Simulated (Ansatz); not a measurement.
BCl2, doublet, at a GFN2-xTB geometry. Base run: CCSD(T)/def2-SV(P) in Ansatz (an electronic-structure program).

The Ansatz input:
Ansatz 0.2 input:
```yaml
crystal:
  periodic: [false, false, false]
  atoms:
    - {symbol: Cl, position_ang: [-1.48182678, -0.13553318, -0.02688284]}
    - {symbol: B, position_ang: [-0.01475540, 0.71386629, 0.00326913]}
    - {symbol: Cl, position_ang: [1.48616661, -0.07442749, 0.02592133]}
basis:
  gaussian:
    orbitals: def2-SV_P_.json
magnetization: {spin_polarized: true, initial_magnetization: 1}
correlation: {method: ccsd_t}
```
The basis file holds def2-SV(P) in the JSON format of the Basis Set Exchange.

Each row names what was changed in the base input (with any setting that the change needs).

```json
[
 {"change": "base", "ΔE vs base (mEh)": "0.000", "MP2 correlation (Eh)": "-0.32711", "CC correlation without the perturbative part (Eh)": "-0.35515", "basis functions": "50"},
 {"change": "method = bccd", "ΔE vs base (mEh)": "[?]", "MP2 correlation (Eh)": "-0.32711", "CC correlation without the perturbative part (Eh)": "-0.35448", "basis functions": "50"},
 {"change": "electrons = all", "ΔE vs base (mEh)": "-18.307", "MP2 correlation (Eh)": "-0.34711", "CC correlation without the perturbative part (Eh)": "-0.37293", "basis functions": "50"},
 {"change": "diis_vectors = 4", "ΔE vs base (mEh)": "0.000", "MP2 correlation (Eh)": "-0.32711", "CC correlation without the perturbative part (Eh)": "-0.35515", "basis functions": "50"},
 {"change": "reference functional = pbe0", "ΔE vs base (mEh)": "[?]", "MP2 correlation (Eh)": "-", "CC correlation without the perturbative part (Eh)": "[?]", "basis functions": "50"},
 {"change": "diis_vectors = 2", "ΔE vs base (mEh)": "0.000", "MP2 correlation (Eh)": "-0.32711", "CC correlation without the perturbative part (Eh)": "-0.35515", "basis functions": "50"},
 {"change": "lower_state_search = off", "ΔE vs base (mEh)": "0.000", "MP2 correlation (Eh)": "-0.32711", "CC correlation without the perturbative part (Eh)": "-0.35515", "basis functions": "50"},
 {"change": "method = mp2", "ΔE vs base (mEh)": "[?]", "MP2 correlation (Eh)": "-0.32711", "CC correlation without the perturbative part (Eh)": "-", "basis functions": "50"},
 {"change": "method = bccd_t", "ΔE vs base (mEh)": "-0.106", "MP2 correlation (Eh)": "-0.32711", "CC correlation without the perturbative part (Eh)": "-0.35448", "basis functions": "50"},
 {"change": "fitting = cc-pVTZ-JKFIT (mean field), cc-pVTZ-RIFIT (correlation)", "ΔE vs base (mEh)": "0.057", "MP2 correlation (Eh)": "-0.32706", "CC correlation without the perturbative part (Eh)": "-0.35513", "basis functions": "50"}
]
```

### Question
What belongs in the gaps?

### Answer

- method = bccd, ΔE vs base (mEh): 10.081
- reference functional = pbe0, ΔE vs base (mEh): 3.098
- reference functional = pbe0, CC correlation without the perturbative part (Eh): -0.36403
- method = mp2, ΔE vs base (mEh): 37.450
